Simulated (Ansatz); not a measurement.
C$_{2}$H$_{3}$FGe, SMILES `FC#[C][GeH3]`, 7 atoms. Total charge 0; spin multiplicity 1. Correlated methods include outer-core shells of Ge, which these sets cover unevenly. Scalar relativity is left out up to krypton. All runs use 2 threads of an Intel Xeon 6975P-C on a shared host. Correlated methods freeze the cores.

(1) How many basis functions does each run have, and how long does it take in Ansatz? RHF-MP2/def2-QZVPP energy; RKS LC-ωPBE/def2-TZVPP energy; RKS PBE0-D4/def2-TZVP frequencies; RHF-CCSD(T)/def2-TZVPP energy; RKS PBE0-D4/def2-SVP energy; RKS ωB97X-V/def2-TZVPP energy; RKS PBE0-D4/def2-TZVP relaxation (4 steps); RKS PBE0-D4/def2-QZVPP energy; direct RPA on PBE orbitals/def2-TZVPP energy; RKS ωB97M-V/def2-QZVPP energy; RKS B97M-V/def2-TZVPP energy; RKS ωB97M-V/def2-SVP energy. (Best estimate.)

Answers

(1) The calculation gave: Other jobs shared the machine, so times are rough.

```csv
level,job,functions,wall time,peak host memory (GiB)
RKS PBE0-D4/def2-SVP,energy,89,0.75 s,0.36
RKS LC-ωPBE/def2-TZVPP,energy,183,1.4 s,0.36
RKS ωB97M-V/def2-SVP,energy,89,2.3 s,0.36
direct RPA on PBE orbitals/def2-TZVPP,energy,183,2.5 s,0.36
RKS ωB97X-V/def2-TZVPP,energy,183,3.7 s,0.49
RKS B97M-V/def2-TZVPP,energy,183,3.7 s,0.26
RKS PBE0-D4/def2-QZVPP,energy,350,4.2 s,0.93
RKS ωB97M-V/def2-QZVPP,energy,350,9 s,1.1
RKS PBE0-D4/def2-TZVP,relaxation (4 steps),159,9 s,0.36
RHF-MP2/def2-QZVPP,energy,350,10 s,1.4
RHF-CCSD(T)/def2-TZVPP,energy,183,21 s,2
RKS PBE0-D4/def2-TZVP,frequencies,159,54 s,0.36
```

LC-ωPBE has ω = 0.4 bohr⁻¹.
